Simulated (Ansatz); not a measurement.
`[NH2][Mo](=[O])([F])=[S]` + H–F → `[O]=[Mo]([F])([F])=[S]` + NH₃  (ligand exchange at a Mo–N bond)

Gas-phase electronic energies from Ansatz, PBE0-D4/def2-TZVP geometries. CCSD(T)/CBS adds triple-zeta CCSD(T) − MP2 to the extrapolated MP2 energy (def2 sets, frozen cores). This one scheme is used for every species. Functionals use def2-TZVPP. HSE06 is defined as in plane-wave codes. Elements past krypton have def2 core potentials. For Mo outer-core shells are correlated without core-valence functions, which leaves a few kJ/mol of doubt a bond. One conformer a species, not always the lowest.

`[NH2][Mo](=[O])([F])=[S]`:

```xyz
7

N     0.473   -1.088    0.054
Mo   -0.202    0.694    0.019
O    -0.668    1.081    1.572
F     1.105    1.863   -0.568
S    -1.855    0.734   -1.289
H     0.775   -1.531    0.911
H     0.373   -1.753   -0.699
```

H–F:

Cartesian coordinates in Å:
```
F 0.290 0.120 -0.336
H -0.290 -0.120 0.336
```

`[O]=[Mo]([F])([F])=[S]`:

Z-matrix (Å, degrees):
```
Mo
O 1 1.659
F 1 1.833 2 109.6
S 1 2.095 2 107.3 3 -118.2
F 1 1.833 2 109.6 3 123.5
```

NH₃:

Cartesian coordinates in Å:
```
N 0.187 -0.058 -0.203
H -0.670 0.327 -0.581
H -0.066 -0.885 0.324
H 0.549 0.617 0.460
```

CCSD(T)/CBS gives -25.8 kJ/mol.

Task: Another level gave -31.4 kJ/mol. Which?
A. LC-ωPBE/def2-TZVPP
B. B97M-V/def2-TZVPP
C. HF/def2-TZVPP
D. HSE06-D4/def2-TZVPP

Result: D. HSE06-D4 -31.4, LC-ωPBE -43.3, B97M-V -50.9, HF/def2-TZVPP -38.6 kJ/mol.

Largest T1 diagnostic among the species: 0.025, so the coupled-cluster value is less sure than usual.

From PBE to PBE0 (25 % exact exchange), in def2-TZVPP and without D4, ΔE moves by +7.8 kJ/mol. Leaving LDA and LC-ωPBE aside and taking each functional with its dispersion term where it has one, the values, not all of them listed here, spread over 21.4 kJ/mol, from B97M-V to PBE-QIDH. LDA lies +12.8 kJ/mol from PBE without D4. At CCSD(T), def2-SVP lies −5.7 kJ/mol from the extrapolated value and def2-TZVPP −1.9 kJ/mol.
